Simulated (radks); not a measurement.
The bromine anion Br- inside a hard spherical wall (all orbitals vanish at R), configuration held at [Kr] and not refilled when levels cross. Method: non-relativistic Kohn-Sham, LDA (Slater exchange, VWN5 correlation), spin-polarised, spherical densities, point nucleus; computed with a radial shooting solver on a logarithmic mesh with Libxc functionals. Eigenvalues in eV for spin up, with the zero of energy where the potential of the charges vanishes at infinity; a dash marks a level that is unbound or too diffuse for the functional's potential to be trusted. A positive occupied level is held by the wall or, in an anion where self-interaction has pushed it up, behind a barrier. The pressure on the wall is -dE/dV.

R (bohr),E (hartree),kinetic (hartree),e(3p),e(3d),e(4s),e(4p),"e(5s, empty)","e(5p, empty)",pressure (GPa)
15,-2570.76303,2568.486,-162.43,-59.668,-11.097,-0.053,3.102,3.628,0.000110
8,-2570.75804,2568.518,-162.05,-59.287,-10.766,0.256,6.101,8.470,0.177
7,-2570.74950,2568.567,-161.64,-58.875,-10.425,0.583,7.683,10.830,0.666
6,-2570.72364,2568.704,-160.73,-57.971,-9.706,1.297,10.579,14.887,2.85
5,-2570.63646,2569.126,-158.63,-55.880,-8.115,2.964,16.564,22.658,14.6
4,-2570.29578,2570.597,-153.40,-50.699,-4.246,7.290,30.946,39.838,95.2
3,-2568.66907,2576.534,-139.66,-37.131,7.132,20.566,72.849,86.174,884
2.5,-2565.85310,2585.566,-125.46,-23.165,21.950,37.775,124.97,141.30,3310
2,-2557.88386,2609.227,-99.943,2.138,57.366,77.647,238.44,257.56,15700
